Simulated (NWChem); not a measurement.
**Lowest excitation of F₄Te**

```xyz
5

Te     0.0000     0.0000     0.2957
F     -1.9591     0.0000     0.0885
F      0.0000     1.4691    -0.9429
F      1.9591     0.0000     0.0885
F      0.0000    -1.4691    -0.9429
```
Charge 0, spin multiplicity 1.

The numbers come from NWChem runs, not from measurements. The geometry was optimised at PBE/def2-SVP with def2 effective core potentials on Te, a minimum by its harmonic frequencies.

Basis set: def2-SVP.

Effective core potentials replace the inner electrons of Te; spin-orbit coupling is left out. The correlated methods keep 8 core orbitals frozen. B3LYP has NWChem's definition, with VWN1-RPA local correlation. The structure started from a generated list of species. Coupled-cluster values serve here as a point of comparison, not as the truth.

One of these methods gave a lowest vertical singlet excitation energy of 5.37 eV. Which?
A) TD-B3LYP
B) EOM-CCSD
C) TD-PBE
D) CIS

A, TD-B3LYP. The others give 4.85 (TD-PBE), 6.11 (EOM-CCSD), 7.21 (CIS).
